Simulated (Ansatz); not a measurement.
Input for Ansatz (a first-principles code): R-CCSD(T)/aug-cc-pVDZ on N2 (SMILES N#N) with ghost functions, monomers drawn apart or pushed together.

Ansatz 0.2 input:
```yaml
crystal:
  periodic: [false, false, false]
  atoms:
    - {symbol: N, position_ang: [-0.21362157, -0.07656925, -1.11253120]}
    - {symbol: N, position_ang: [-0.50001753, 0.37811009, -0.16328979]}
basis:
  gaussian:
    orbitals: aug-cc-pVDZ
    ghost_atoms:
      - {symbol: Ge, position_ang: [0.31996120, -0.13412870, 4.78261698]}
      - {symbol: H, position_ang: [0.69810846, -0.45555322, 6.23689852]}
      - {symbol: H, position_ang: [-0.36085023, -1.35731673, 4.15123930]}
      - {symbol: H, position_ang: [1.58990764, 0.20860658, 3.99008934]}
      - {symbol: H, position_ang: [-0.64209918, 1.06150465, 4.75483214]}
magnetization: {spin_polarized: false}
correlation: {method: ccsd_t, electrons: outside_noble_gas}
scf: {lower_state_search: off}
```

The log:

```
WARN ansatz: RAYON_NUM_THREADS=2 ignored (pool sized by the plan → 2); use --threads N
Functional definition: HF
these checks for a lower state are left out or cut short: stability, starts, cluster_reference, orbital_swaps, neighbouring_geometries, increment
integrals: 0.18 GiB planned
993 factors; integrals over basis functions are off by at most 1.0e-3 eV
mean field: 0.19 GiB planned
mean field evaluation 1: about -2964.6792 eV, gradient 1.0e1 eV
mean field evaluation 2: about -2964.6854 eV, gradient 1.0e1 eV
mean field evaluation 4: about -2964.9909 eV, gradient 3.8e-1 eV
mean field evaluation 8: about -2964.9913 eV, gradient 2.6e-5 eV
mean field -2964.99126728 eV, -108.9614193293 hartree, gradient 7.0e-7 eV, S^2 0.000000; 0 other end points of the search recorded, 0 dependent functions left out
2 core orbitals not correlated
reference -2964.99126728 eV, -108.9614193293 hartree; 5, 5 occupied and 111, 111 virtual orbitals, 993 factors
second order -8.57837317 eV of doubles, -0.00000000 eV of singles
coupled cluster: 0.53 GiB planned
cycle   1  -8.28880082 eV  change    2.9e-1 eV  update   7.6e-2
cycle   2  -8.59412028 eV  change   -3.1e-1 eV  update   2.3e-2
cycle   3  -8.65728073 eV  change   -6.3e-2 eV  update   1.0e-2
cycle   4  -8.66196010 eV  change   -4.7e-3 eV  update   2.5e-3
cycle   5  -8.66350391 eV  change   -1.5e-3 eV  update   6.1e-4
cycle   6  -8.66348832 eV  change    1.6e-5 eV  update   1.3e-4
cycle   7  -8.66357926 eV  change   -9.1e-5 eV  update   2.9e-5
cycle   8  -8.66358744 eV  change   -8.2e-6 eV  update   8.6e-6
perturbative correction -0.35929936 eV, -0.0132040079 hartree
Total energy: -2974.01415408 eV, -109.2930043034 hartree
Checks for a lower state left out: stability, starts, cluster_reference, orbital_swaps, neighbouring_geometries, increment
```

The calculation finished and met its thresholds.

Cost: about 7 core-seconds (a rough figure).
